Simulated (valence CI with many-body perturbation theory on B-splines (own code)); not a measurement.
**Energy levels of Nb⁺**

Method: valence CI with perturbative core correlation (CI+MBPT): four valence electrons over a frozen Dirac-Fock core [Kr], a basis of 9 s, 9 p, 10 d, 8 f, 5 g, 3 h, 1 i functions for each j, with the one-electron correlation potential Σ1, the two-electron term Σ2, the three-electron term Σ3, Breit, model QED; selected CI, second order for the rest, scaled by the run's own slope (own B-spline code, finite nucleus).

Against 15 measured levels this calculation errs by 220 cm⁻¹ on average and by 533 at most. These come from a selection out of the NIST Handbook of Basic Atomic Spectroscopic Data. Levels without a partner in it may be off by more, other configurations by 1,000 to 4,000 cm⁻¹. Among the levels kept, up to 550 cm⁻¹ of a level comes from second order outside the variational space, and about a tenth of that is noise between levels of different J, which matters for small intervals. Only levels of the ground parity were solved; by the run's estimate the other parity begins above the list, which can be wrong where configurations are misplaced.

Levels 1 to 45 of 61, with energies above the lowest level, 4d4 5D_0. "Leading %" is the weight of the configuration and term that name the level; weights of strongly mixed levels are sums over their largest components and can fall short. Lifetimes count E1, E2, E3, M1 and M2 decay at the calculated energies, and are blank where another channel may lead or the interval is too uncertain; long ones can be off by a factor of two.

```csv
No.,Configuration,Term,J,E (eV),Leading %,Second component,Lifetime
1,4d4,5D,0,0.0000,96,,
2,4d4,5D,1,0.0193,97,,4990 s
3,4d4,5D,2,0.0535,98,,842 s
4,4d4,5D,3,0.0982,98,,462 s
5,4d4,5D,4,0.1509,97,,483 s
6,4d3 5s,5F,1,0.3120,97,,
7,4d3 5s,5F,2,0.3458,97,,668 s
8,4d3 5s,5F,3,0.3952,97,,215 s
9,4d3 5s,5F,4,0.4585,97,,126 s
10,4d3 5s,5F,5,0.5332,97,,129 s
11,4d4,3P,0,0.7275,67,25 % 4d3 5s 3P,5.54 s
12,4d4,3P,1,0.8054,67,26 % 4d3 5s 3P,6.76 s
13,4d4,3P,2,0.9353,41,18 % 4d4 3F,
14,4d4,3F,2,0.9483,33,25 % 4d3 5s 3F,
15,4d4,3F,3,0.9941,54,38 % 4d3 5s 3F,11.7 s
16,4d4,3F,4,1.047,56,32 % 4d3 5s 3F,8.01 s
17,4d4,3H,4,1.175,85,5 % 4d3 5s 3H,
18,4d4,3H,5,1.213,86,5 % 4d4 3G,
19,4d4,3H,6,1.257,91,6 % 4d3 5s 3H,969 s
20,4d4,3G,3,1.293,59,34 % 4d3 5s 3G,13.9 s
21,4d4,3G,4,1.337,55,34 % 4d3 5s 3G,14.3 s
22,4d4,3G,5,1.376,55,35 % 4d3 5s 3G,10.8 s
23,4d3 5s,5P,1,1.391,95,,3.29 s
24,4d3 5s,5P,2,1.414,92,,3.45 s
25,4d3 5s,5P,3,1.476,96,,3.00 s
26,4d4,1D,2,1.572,46,34 % 4d3 5s 1D,
27,4d3 5s,3F,2,1.639,38,26 % 4d4 3F,
28,4d4,3D,3,1.676,34,23 % 4d3 5s 3F,
29,4d4,3D,1,1.694,56,40 % 4d3 5s 3D,2.54 s
30,4d4,3D,2,1.730,40,27 % 4d3 5s 3D,
31,4d3 5s,3F,4,1.734,37,20 % 4d4 1G,6.21 s
32,4d3 5s,3F,3,1.749,30,29 % 4d4 3D,
33,4d4,1G,4,1.876,29,22 % 4d3 5s 1G,7.65 s
34,4d3 5s,3P,1,1.879,72,14 % 4d4 3P,7.09 s
35,4d3 5s,3P,2,1.883,67,14 % 4d4 3P,5.79 s
36,4d3 5s,3P,0,1.885,75,14 % 4d4 3P,7.55 s
37,4d4,1I,6,1.902,96,,11.6 s
38,4d3 5s,3G,3,1.988,59,35 % 4d4 3G,
39,4d3 5s,3G,4,2.030,36,26 % 4d4 3G,
40,4d3 5s,3G,5,2.047,47,33 % 4d4 3G,
41,4d4,1G,4,2.061,42,22 % 4d3 5s 3H,
42,4d3 5s,3H,5,2.186,77,12 % 4d3 5s 3G,
43,4d3 5s,3H,6,2.198,90,6 % 4d4 3H,
44,4d3 5s,3H,4,2.208,51,20 % 4d3 5s 1G,
45,4d4,1S,0,2.241,88,4 % 4d3 5s 3P,1.40 s
```

Names give the largest LS component (configuration and term), which can be under half, so a name can repeat, a term be missing and a line seem to break the LS rules; names also repeat where a configuration has a term twice.

Where two levels of one J and parity lie close, their mixing, g and order are uncertain.

The ionisation energy to 4d3 4F_3/2 of the next ion comes out as 14.016 eV (NIST: 14.32 eV (semi-empirical), further off than twice its uncertainty). All 61 levels together are meant to be complete up to 3.401 eV.
